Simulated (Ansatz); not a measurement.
```yaml
crystal:
  periodic: [false, false, false]
  atoms:
    - {symbol: In, position_ang: [1.514372, -1.589131, 0.116684]}
    - {symbol: In, position_ang: [-1.116364, 2.161830, 0.306360]}
    - {symbol: In, position_ang: [-0.213534, -1.610561, -2.537500]}
    - {symbol: In, position_ang: [-2.030154, -0.996178, 0.262957]}
    - {symbol: In, position_ang: [-0.428214, -2.627983, 3.115974]}
    - {symbol: In, position_ang: [1.245508, 1.330028, -1.742525]}
    - {symbol: In, position_ang: [1.873522, 2.400121, 2.387478]}
    - {symbol: As, position_ang: [-3.171880, 1.050880, -1.061309]}
    - {symbol: As, position_ang: [-0.712770, -3.169077, -0.410565]}
    - {symbol: As, position_ang: [1.582641, -0.534840, 2.521838]}
    - {symbol: As, position_ang: [-1.345540, 0.802114, -2.699738]}
    - {symbol: As, position_ang: [1.139505, 3.425377, -0.257873]}
    - {symbol: As, position_ang: [2.447967, -0.925405, -2.355477]}
    - {symbol: As, position_ang: [-0.785049, 0.282825, 2.353705]}
basis:
  gaussian: {orbitals: STO-3G}
hamiltonian: {xc: {name: BLYP}, dispersion: d3bjatm, pseudopotentials: {relativity: none}}
output: {forces: true}
```

```sh
$ ansatz run in.yaml --threads 2 --pin off --events-out ev --progress --plain --max-ram 32768MiB --backend cuda --devices 0, --max-vram 18GiB
```

It prints (some lines left out):

```
Functional definition: BLYP
4270 factors; their error is unknown
mean field evaluation 1: about -1503855.7680 eV, gradient 9.5e1 eV
mean field evaluation 2: about -1502988.8903 eV, gradient 4.6e2 eV
mean field evaluation 4: about -1502457.6048 eV, gradient 3.9e2 eV
mean field evaluation 8: about -1503889.8601 eV, gradient 6.0e-2 eV
mean field evaluation 16: about -1503885.5142 eV, gradient 1.8e1 eV
mean field evaluation 32: about -1503885.4109 eV, gradient 2.4e1 eV
mean field -1503889.49512402 eV, -55266.9195728959 hartree, gradient 2.1e-5 eV, S^2 0.000000; 4 other end points of the search recorded, 0 dependent functions left out
reference -1503889.49563901 eV, -55266.9195918214 hartree; 287, 287 occupied and 28, 28 virtual orbitals, 4270 factors
Total energy: -1503893.63474201 eV, -55267.0717010509 hartree
Atom 0 at     1.514372    -1.589131     0.116684 Å, force    -1.119356     1.031356    -0.880581 eV/Å
Atom 1 at    -1.116364     2.161830     0.306360 Å, force     1.073347    -1.288080    -1.102544 eV/Å
Atom 2 at    -0.213534    -1.610561    -2.537500 Å, force     0.618573     1.254117     2.671590 eV/Å
Atom 3 at    -2.030154    -0.996178     0.262957 Å, force     1.711250     0.508075    -0.800610 eV/Å
Atom 4 at    -0.428214    -2.627983     3.115974 Å, force     0.582345     1.523825    -0.756599 eV/Å
Atom 5 at     1.245508     1.330028    -1.742525 Å, force    -1.054081    -0.475826     1.427585 eV/Å
Atom 6 at     1.873522     2.400121     2.387478 Å, force    -0.599600    -0.676845    -1.293146 eV/Å
Atom 7 at    -3.171880     1.050880    -1.061309 Å, force     2.059765    -0.524235     1.657578 eV/Å
Atom 8 at    -0.712770    -3.169077    -0.410565 Å, force     0.433605     3.199907    -0.371733 eV/Å
Atom 9 at     1.582641    -0.534840     2.521838 Å, force    -0.892072    -0.390737    -1.750081 eV/Å
Atom 10 at    -1.345540     0.802114    -2.699738 Å, force     1.546638    -1.165305     0.558563 eV/Å
Atom 11 at     1.139505     3.425377    -0.257873 Å, force    -1.149588    -3.180588     0.435681 eV/Å
Atom 12 at     2.447967    -0.925405    -2.355477 Å, force    -2.702800     0.681953     1.708194 eV/Å
Atom 13 at    -0.785049     0.282825     2.353705 Å, force    -0.508026    -0.497616    -1.503896 eV/Å
Dipole moment:     0.049722    -0.299443     0.227954 e Å
```

Hardware: 2 threads of AMD EPYC 7R13 on a shared host and a share (18 GiB) of an NVIDIA H100 80GB HBM3. Wall time 22 s.
